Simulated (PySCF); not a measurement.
Fill in the blanks.

Species: C3H9FNSi2 (doublet state).
Structure used (GFN2-xTB), in Å, numbered top down from 1:
```
atom  x, y, z in Å
F1    -1.3598   -1.8226    1.2577
C2    -2.1300   -1.0403    0.4620
C3    -2.1214    0.4208    0.5074
C4    -1.6663   -0.3655   -0.7411
Si5    0.1667   -0.3494   -1.2465
N6     1.1294   -0.2911    0.1824
Si7    2.4934    0.6991    0.5963
H8    -3.0628    0.9482    0.4587
H9    -1.3632    0.9289    1.0929
H10   -2.3596   -0.3360   -1.5718
H11    0.4170    0.8793   -1.9986
H12    0.4362   -1.5595   -2.0307
H13    0.8648   -0.9613    0.8872
H14    3.4185    0.7074   -0.5369
H15    2.0494    2.0682    0.8845
H16    3.0801    0.0828    1.7851
```

```json
{"property": "point group of the GFN2-xTB geometry", "level": "GFN2-xTB", "value": "?"}
{"property": "rotational constants A, B, C of the GFN2-xTB geometry", "level": "GFN2-xTB", "value": "2.910, 0.995, 0.893 GHz"}
{"property": "isotropic g value", "level": "unrestricted B3LYP/pcH-1, mean-field spin–orbit", "value": "?"}
{"property": "spin squared ⟨S²⟩", "level": "unrestricted B3LYP/pcH-1", "value": "?"}
{"property": "largest isotropic hyperfine couplings (means over sets of like nuclei)", "level": "unrestricted B3LYP/pcH-1, mean-field spin–orbit", "value": "?"}
```

Gas-phase values; electronic properties from PySCF, density fitting. Isolated species at its GFN2-xTB geometry (one conformer only). GFN2-xTB frequencies show an imaginary mode (24i cm⁻¹), so this geometry is no minimum at that level. Hyperfine couplings depend on the geometry, which wasn't re-optimised at a DFT level.

(1) What is the spin squared ⟨S²⟩?

(2) Give the point group of the GFN2-xTB geometry.

(3) The isotropic g value?

(4) What are the largest isotropic hyperfine couplings (means over sets of like nuclei)?

Answers

(1) 0.752.

(2) C1.

(3) 2.00380.

(4) 13C +483.8 (C2), 19F +247.3 (F1), 1H +62.2 (H10), 1H +45.9 (H8), 1H +16.4 (H9) MHz.

At 9.50 GHz, hν = g·μB·B₀ (B₀ the magnetic field) puts the centre of the isotropic spectrum, to first order, at 338.7 mT. ⟨S²⟩ is 0.002 above the pure-spin value S(S + 1) = 0.75. With B = h/(8π²I), that is 505.379 GHz u Å² over I, the principal moments of inertia are 173.7, 508.0 and 566.0 u Å² (most abundant isotopes); the inertial defect Ic − Ia − Ib is -115.7 u Å² (zero for a rigid planar frame, negative otherwise). g_iso is shifted by about +1490 ppm from the free-electron value 2.002319. The rotational constants make it an asymmetric top with κ = (2B − A − C)/(A − C) = -0.90, nearer the prolate limit (−1).

For the EPR job (B3LYP), the run took 88 s of wall time (grids of density and orbitals included) on an Arm Neoverse V1 with one thread, shared host with 32 logical CPUs at a one-minute load of 12, and the process peaked at 0.96 GiB of memory.
